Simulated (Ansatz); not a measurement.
Reaction (cleavage of the Al–Si bond): `[AlH2][SiH]([SiH3])[SiH3]` + HCl → `[AlH2][Cl]` + `[SiH3][SiH2][SiH3]`

Gas-phase electronic energies from Ansatz, PBE0-D4/def2-TZVP geometries. CCSD(T)/CBS is the MP2 limit (def2-TZVPP, def2-QZVPP) plus CCSD(T) − MP2 in def2-TZVPP, frozen cores. This one scheme is used for every species. DFT in def2-TZVPP. B3LYP here is the variant with VWN-RPA as its local correlation; programs differ in this.

```tsv
level	ΔE (kJ/mol)	difference from CCSD(T)/CBS
PBE-D4	-128.7	17.6
r2SCAN-D4	-145.3	1.0
PBE0-D4	-134.4	11.9
B3LYP-D4	-147.5	-1.2
ωB97X-V	-149.3	-3.0
PBE	-133.2	13.1
B3LYP	-154.7	-8.4
HF/def2-TZVPP	-173.7	-27.4
MP2/def2-TZVPP	-150.2	-3.9
SCS-MP2/def2-TZVPP	-153.5	-7.2
CCSD(T)/def2-TZVPP	-143.4	2.9
MP2/def2-QZVPP	-152.1	-5.8
SCS-MP2/def2-QZVPP	-155.6	-9.3
HF/CBS(def2)	-174.4	-28.1
MP2/CBS(def2)	-153.1	-6.8
CCSD/CBS(def2)	-150.4	-4.1
CCSD(T)/CBS	-146.3	0
```

Largest T1 diagnostic among the species: 0.014.

The D4 term adds +7.2 kJ/mol with B3LYP and +4.3 kJ/mol with PBE0; it sums over pairs of atoms, weighted by their polarisabilities, and B3LYP, whose exchange is more repulsive, gets the larger term. From PBE to PBE0 (25 % exact exchange), in def2-TZVPP and without D4, ΔE moves by −5.6 kJ/mol. In def2-TZVPP, CCSD(T) changes the Hartree–Fock value by +30.3 kJ/mol (the triples alone add +4.2 kJ/mol) and MP2 by +23.5 kJ/mol.
